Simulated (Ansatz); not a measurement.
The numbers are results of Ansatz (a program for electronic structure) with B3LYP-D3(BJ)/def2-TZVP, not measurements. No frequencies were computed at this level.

Ansatz 0.2 input:
```yaml
crystal:
  periodic: [false, false, false]
  atoms:
    - { symbol: Si, position_ang: [-0.578945, 0.039043, -0.00247] }
    - { symbol: S, position_ang: [1.358994, -0.87248, -0.151279] }
    - { symbol: H, position_ang: [-0.660669, 1.077272, -1.021672] }
    - { symbol: H, position_ang: [-0.702703, 0.603105, 1.335397] }
    - { symbol: H, position_ang: [-1.485746, -1.068091, -0.241361] }
    - { symbol: H, position_ang: [2.069069, 0.221153, 0.081386] }
basis:
  gaussian: { orbitals: def2-tzvp }
hamiltonian:
  xc: b3lyp
  dispersion: d3bj
relax:
  max_steps: 150
```

Output:

```
Functional definition: B3LYP
708 factors; their error is unknown
mean field evaluation 1: about -18779.6732 eV, gradient 1.6e1 eV
mean field evaluation 2: about -18780.0216 eV, gradient 1.3e1 eV
mean field evaluation 4: about -18780.4318 eV, gradient 5.2e-1 eV
mean field evaluation 8: about -18780.4761 eV, gradient 9.4e-2 eV
mean field evaluation 16: about -18780.4762 eV, gradient 1.6e-5 eV
mean field -18780.47615509 eV, -690.1697688357 hartree, gradient 1.6e-5 eV, S^2 0.000000; 0 other end points of the search recorded, 0 dependent functions left out
reference -18780.47638066 eV, -690.1697771252 hartree; 17, 17 occupied and 81, 81 virtual orbitals, 708 factors
relax step   1: F+E_penalty+E_count = -18780.67586666 eV  Δ(F+E_penalty+E_count) = +0.000e0 eV  max|allowed force component| = 8.790e-1 eV/Å  Δτ_max = 0.0000 Å  (25 SCF iters, accepted)
these checks for a lower state are left out or cut short: starts, cluster_reference, orbital_swaps, neighbouring_geometries, increment
708 factors; their error is unknown
mean field -18780.51202046 eV, -690.1710868635 hartree, gradient 2.5e-5 eV, S^2 0.000000; 0 other end points of the search recorded, 0 dependent functions left out
reference -18780.51224638 eV, -690.1710951659 hartree; 17, 17 occupied and 81, 81 virtual orbitals, 708 factors
relax step   2: F+E_penalty+E_count = -18780.70943777 eV  Δ(F+E_penalty+E_count) = -3.357e-2 eV  max|allowed force component| = 3.030e-1 eV/Å  Δτ_max = 0.0876 Å  (26 SCF iters, accepted)
these checks for a lower state are left out or cut short: starts, cluster_reference, orbital_swaps, neighbouring_geometries, increment
708 factors; their error is unknown
mean field evaluation 32: about -18780.5293 eV, gradient 2.0e-5 eV
mean field -18780.52925007 eV, -690.1717200400 hartree, gradient 2.0e-5 eV, S^2 0.000000; 0 other end points of the search recorded, 0 dependent functions left out
reference -18780.52947600 eV, -690.1717283431 hartree; 17, 17 occupied and 81, 81 virtual orbitals, 708 factors
relax step   3: F+E_penalty+E_count = -18780.72642297 eV  Δ(F+E_penalty+E_count) = -1.699e-2 eV  max|allowed force component| = 1.378e-1 eV/Å  Δτ_max = 0.0715 Å  (26 SCF iters, accepted)
these checks for a lower state are left out or cut short: starts, cluster_reference, orbital_swaps, neighbouring_geometries, increment
708 factors; their error is unknown
mean field -18780.53119011 eV, -690.1717913353 hartree, gradient 1.7e-5 eV, S^2 0.000000; 0 other end points of the search recorded, 0 dependent functions left out
reference -18780.53141607 eV, -690.1717996393 hartree; 17, 17 occupied and 81, 81 virtual orbitals, 708 factors
relax step   4: F+E_penalty+E_count = -18780.72899940 eV  Δ(F+E_penalty+E_count) = -2.576e-3 eV  max|allowed force component| = 3.215e-2 eV/Å  Δτ_max = 0.0408 Å  (27 SCF iters, accepted)
these checks for a lower state are left out or cut short: starts, cluster_reference, orbital_swaps, neighbouring_geometries, increment
708 factors; their error is unknown
mean field -18780.53126459 eV, -690.1717940724 hartree, gradient 1.8e-5 eV, S^2 0.000000; 0 other end points of the search recorded, 0 dependent functions left out
reference -18780.53149039 eV, -690.1718023705 hartree; 17, 17 occupied and 81, 81 virtual orbitals, 708 factors
relax step   5: F+E_penalty+E_count = -18780.72909554 eV  Δ(F+E_penalty+E_count) = -9.613e-5 eV  max|allowed force component| = 1.690e-2 eV/Å  Δτ_max = 0.0048 Å  (22 SCF iters, accepted)
these checks for a lower state are left out or cut short: starts, cluster_reference, orbital_swaps, neighbouring_geometries, increment
708 factors; their error is unknown
mean field -18780.53132741 eV, -690.1717963809 hartree, gradient 1.6e-5 eV, S^2 0.000000; 0 other end points of the search recorded, 0 dependent functions left out
reference -18780.53155327 eV, -690.1718046811 hartree; 17, 17 occupied and 81, 81 virtual orbitals, 708 factors
relax step   6: F+E_penalty+E_count = -18780.72911964 eV  Δ(F+E_penalty+E_count) = -2.410e-5 eV  max|allowed force component| = 1.262e-3 eV/Å  Δτ_max = 0.0021 Å  (21 SCF iters, accepted)
708 factors; their error is unknown
mean field evaluation 64: about -18780.5313 eV, gradient 9.3e-2 eV
mean field -18780.53132741 eV, -690.1717963809 hartree, gradient 1.6e-5 eV, S^2 0.000000; 1 other end points of the search recorded, 0 dependent functions left out
reference -18780.53155327 eV, -690.1718046811 hartree; 17, 17 occupied and 81, 81 virtual orbitals, 708 factors
Total energy: -18780.72934550 eV, -690.1790734116 hartree
Atom 0 at    -0.533594     0.032122    -0.003054 Å, force     0.001262     0.000984     0.000221 eV/Å
Atom 1 at     1.395151    -0.904837    -0.157144 Å, force    -0.000597     0.000513     0.000092 eV/Å
Atom 2 at    -0.705604     1.093239    -1.020258 Å, force    -0.000236    -0.000157     0.000056 eV/Å
Atom 3 at    -0.747672     0.618687     1.338726 Å, force    -0.000233    -0.000122    -0.000121 eV/Å
Atom 4 at    -1.502807    -1.057632    -0.239561 Å, force    -0.000262    -0.000730    -0.000152 eV/Å
Atom 5 at     2.094526     0.218423     0.081291 Å, force     0.000066    -0.000487    -0.000097 eV/Å
Dipole moment:    -0.052425     0.207590     0.040826 e Å
```

Cost: around 18 core-seconds (rough).
